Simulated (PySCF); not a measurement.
# [Gd(NH2)2]+ at several levels of theory

Computed with PySCF 2.14.0 (density fitting, no spin-orbit coupling) at the geometry relaxed with TPSS:

```xyz
7
[Gd(NH2)2]+ (singlet in the valence; each metal's 4f electrons, 7 of them, lie in its core potential, out of spins and levels)
Gd   -1.1645   -0.1392   -0.0119
N     0.1107   -0.0808    1.6699
H     1.1311    0.0443    1.5947
H    -0.0894   -0.1474    2.6772
N     0.1214    0.1350   -1.6672
H     1.1420    0.2564   -1.5885
H    -0.0891    0.1812   -2.6743
```

```csv
level,basis,state,HOMO (eV),gap (eV),charge on Gd1 (e),population of f-type functions on Gd1 (polarisation alone where 4f lies in the core),dipole about the centre of mass (D),largest force component (eV/Å)
TPSS,"Gd lcecp-1-SVP with ECP53, N def2-SVP, H def2-SVP",singlet,-10.29,3.19,1.18,0.05,2.63,0.02
M06-L,the same,singlet,-10.31,3.94,1.33,0.05,3.00,0.34
revPBE,the same,singlet,-10.24,2.98,1.11,0.05,2.44,0.11
BLYP,the same,singlet,-10.16,2.78,1.08,0.05,2.40,0.27
TPSS,"Gd lcecp-1-TZVP with ECP53, N def2-TZVP, H def2-TZVP",singlet,-10.33,3.21,1.60,0.04,2.94,0.34
PBE0,"Gd def2-SVP with ECP28, N def2-SVP, H def2-SVP",octet,-11.40,3.02,1.37,6.97,2.30,1.26
```

In the lcecp rows the 4f levels are missing from HOMO and gap, and the state counts the valence alone.

HOMO and gap are taken over both spins. Charges are Mulliken's, which hang on the basis. The relaxation used the grid (50, 194), these runs (75, 302) or, all-electron (x2c bases, spin-free X2C Hamiltonian), (99, 590).

Q: What does wB97X with Gd lcecp-1-SVP with ECP53, N def2-SVP, H def2-SVP give here?

A: state singlet, HOMO (eV) -13.89, gap (eV) 9.21, charge on Gd1 (e) 1.28, population of f-type functions on Gd1 (polarisation alone where 4f lies in the core) 0.06, dipole about the centre of mass (D) 3.34, largest force component (eV/Å) 0.45. Time: 12 s on 2 threads of Intel(R) Xeon(R) Processor @ 2.50GHz (Skylake/Cascade Lake), with other jobs on the host, from an already converged density.

In the first row's basis the gap widens with exact exchange: 2.8 to 3.9 eV for BLYP, revPBE, TPSS, M06-L (none); 9.2 eV for wB97X (rising or full at long range).

No frequency check is given that shows the relaxed geometry to be a minimum. An lcecp potential fixes the number of 4f electrons, so in runs with it no electron can move into or out of that shell.

Rows with open f shells in the valence may stand above their lowest state, and their gaps can end on f levels.
